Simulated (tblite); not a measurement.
Species: C4H12BNSi.
Numbering: `[NH2:1][SiH2:2][B:3]1[CH2:4][CH2:5][CH2:6][CH2:7]1` (hydrogens: H8, H9 on N1; H10, H11 on Si2; H12, H13 on C4; H14, H15 on C5; H16, H17 on C6; H18, H19 on C7)

Computed with GFN2-xTB (tblite), gas phase: L-BFGS steps from a force-field or distance-geometry start until the largest atomic force falls under 0.01 eV/Å.

Step 36: E = -559.3666 eV
```
atom  x, y, z in Å  |  force x, y, z in eV/Å
N1      3.1738    0.7580   -0.3592    0.000  -0.024   0.001
Si2     2.1739   -0.6610   -0.4577   -0.009  -0.051  -0.032
B3      0.2649   -0.3569   -0.1060    0.037   0.020  -0.007
C4     -0.9625   -1.3113   -0.3850    0.026   0.000   0.009
C5     -2.1882   -0.3835   -0.4305    0.015  -0.012  -0.032
C6     -1.8710    0.7462    0.5495   -0.016  -0.010   0.000
C7     -0.3648    1.0062    0.3888    0.009   0.013  -0.003
H8      3.7514    0.8963    0.4517    0.002   0.014   0.009
H9      2.8081    1.6437   -0.6680   -0.004  -0.012   0.004
H10     2.8487   -1.5996    0.4583   -0.014   0.008  -0.021
H11     2.4078   -1.1591   -1.8337    0.005   0.012   0.052
H12    -0.9024   -1.9465   -1.2700    0.000  -0.006   0.014
H13    -1.0645   -1.9922    0.4668    0.012  -0.020   0.014
H14    -3.1226   -0.8913   -0.1870    0.018  -0.005   0.000
H15    -2.2766    0.0232   -1.4393   -0.051   0.040  -0.026
H16    -2.4772    1.6321    0.3602   -0.015   0.025   0.004
H17    -2.0727    0.4138    1.5691   -0.010  -0.027   0.025
H18     0.0637    1.4376    1.2951    0.031   0.013   0.005
H19    -0.1996    1.7537   -0.3953   -0.036   0.021  -0.018
```

Step 37: E = -559.3673 eV
```
atom  x, y, z in Å  |  force x, y, z in eV/Å
N1      3.1760    0.7565   -0.3586    0.005  -0.020  -0.002
Si2     2.1743   -0.6606   -0.4601   -0.017  -0.058  -0.039
B3      0.2652   -0.3544   -0.1110    0.022   0.019  -0.003
C4     -0.9621   -1.3111   -0.3847    0.024   0.013   0.006
C5     -2.1879   -0.3823   -0.4311    0.012  -0.035  -0.033
C6     -1.8711    0.7454    0.5517   -0.024  -0.027  -0.017
C7     -0.3659    1.0078    0.3855    0.004   0.022   0.004
H8      3.7514    0.8963    0.4533    0.010   0.005   0.021
H9      2.8110    1.6419   -0.6676   -0.012   0.005  -0.008
H10     2.8404   -1.6002    0.4602   -0.004   0.003  -0.015
H11     2.4149   -1.1615   -1.8343    0.000   0.016   0.059
H12    -0.9028   -1.9484   -1.2688   -0.004  -0.001   0.028
H13    -1.0634   -1.9892    0.4701    0.015  -0.008  -0.006
H14    -3.1217   -0.8915   -0.1895    0.009  -0.005   0.008
H15    -2.2768    0.0234   -1.4410   -0.040   0.047  -0.003
H16    -2.4802    1.6307    0.3678   -0.009   0.020   0.000
H17    -2.0688    0.4091    1.5714   -0.006  -0.027   0.009
H18     0.0632    1.4391    1.2909    0.047   0.014   0.022
H19    -0.2056    1.7583   -0.3962   -0.031   0.017  -0.031
```

**Question.** Estimate the geometry and energy of step 38. (The exact step hangs on the optimiser's Hessian estimate; all steps are aligned on step 37, rigid shifts and turns removed.)

**Answer.** E = -559.3680 eV, largest force 0.060 eV/Å
```
atom  x, y, z in Å  |  force x, y, z in eV/Å
N1      3.1778    0.7543   -0.3581    0.008  -0.011  -0.003
Si2     2.1744   -0.6613   -0.4632   -0.019  -0.039  -0.023
B3      0.2662   -0.3511   -0.1157   -0.002   0.018   0.003
C4     -0.9607   -1.3106   -0.3842    0.015   0.024  -0.001
C5     -2.1870   -0.3816   -0.4323    0.004  -0.040  -0.021
C6     -1.8714    0.7444    0.5536   -0.021  -0.031  -0.026
C7     -0.3669    1.0101    0.3825   -0.003   0.028   0.010
H8      3.7506    0.8964    0.4551    0.011  -0.009   0.025
H9      2.8125    1.6395   -0.6671   -0.016   0.010  -0.015
H10     2.8315   -1.6017    0.4614    0.007  -0.007  -0.006
H11     2.4214   -1.1641   -1.8342   -0.001   0.011   0.043
H12    -0.9021   -1.9498   -1.2672   -0.004   0.000   0.035
H13    -1.0615   -1.9868    0.4730    0.017   0.008  -0.024
H14    -3.1202   -0.8921   -0.1918    0.000  -0.008   0.012
H15    -2.2775    0.0243   -1.4427   -0.024   0.046   0.023
H16    -2.4831    1.6296    0.3753    0.001   0.003  -0.003
H17    -2.0651    0.4044    1.5737   -0.002  -0.024  -0.017
H18     0.0635    1.4415    1.2872    0.052   0.013   0.026
H19    -0.2122    1.7636   -0.3976   -0.027   0.009  -0.035
```

The energy changes by -0.0007 eV. The first-order estimate −F·Δx gives -0.0009 eV and the mean of the old and new forces, exact on a quadratic surface, -0.0007 eV. The step makes an angle of 75° with the force vector and moves no atom by more than 0.009 Å.

The cost below is that of the whole relaxation. The run took 0.86 s wall on one thread of an Arm Neoverse V1, on a shared host.
